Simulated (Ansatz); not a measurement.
```yaml
crystal:
  periodic: [false, false, false]
  atoms:
    - {symbol: Te, position_ang: [-2.908930, 0.130585, -0.430255]}
    - {symbol: Al, position_ang: [-0.472522, -0.043234, 0.115705]}
    - {symbol: C, position_ang: [1.290577, -0.238404, 0.746025]}
    - {symbol: O, position_ang: [1.036835, 0.175752, -0.653654]}
    - {symbol: H, position_ang: [-2.483721, 0.582249, -1.969643]}
    - {symbol: H, position_ang: [1.794981, -1.202275, 0.817958]}
    - {symbol: H, position_ang: [1.804079, 0.527226, 1.328064]}
basis:
  gaussian: {orbitals: def2-TZVP}
total_charge: 4
hamiltonian: {xc: {name: HSE06}, dispersion: d3bjatm}
scf: {lower_state_search: off}
```

```sh
$ ansatz run in.yaml --threads 2 --pin off --events-out ev --progress --plain --max-ram 4352MiB
```

Output, abridged:

```
Functional definition: HSE06
1180 factors; their error is unknown
88 factors; integrals over basis functions are off by at most 4.6e-7 eV
mean field evaluation 1: about -16721.2269 eV, gradient 2.4e2 eV
mean field evaluation 2: about -15626.2463 eV, gradient 3.6e2 eV
mean field evaluation 4: about -16870.2322 eV, gradient 1.5e2 eV
mean field evaluation 8: about -16947.6547 eV, gradient 5.6e0 eV
mean field evaluation 16: about -16947.8573 eV, gradient 1.6e-1 eV
mean field -16947.85735369 eV, -622.8222700778 hartree, gradient 1.9e-6 eV, S^2 0.000000; 0 other end points of the search recorded, 0 dependent functions left out
reference -16947.85739568 eV, -622.8222716210 hartree; 25, 25 occupied and 142, 142 virtual orbitals, 1180 factors
Total energy: -16947.96885596 eV, -622.8263677106 hartree
Checks for a lower state left out: stability, starts, cluster_reference, orbital_swaps, neighbouring_geometries, increment
```

Question: Something in this input is off. What?

Answer: The charge is far from anything that the molecule holds. Self-consistency was reached. The result belongs to that input, not to the molecule as meant.

HSE06 is defined as in plane-wave codes.
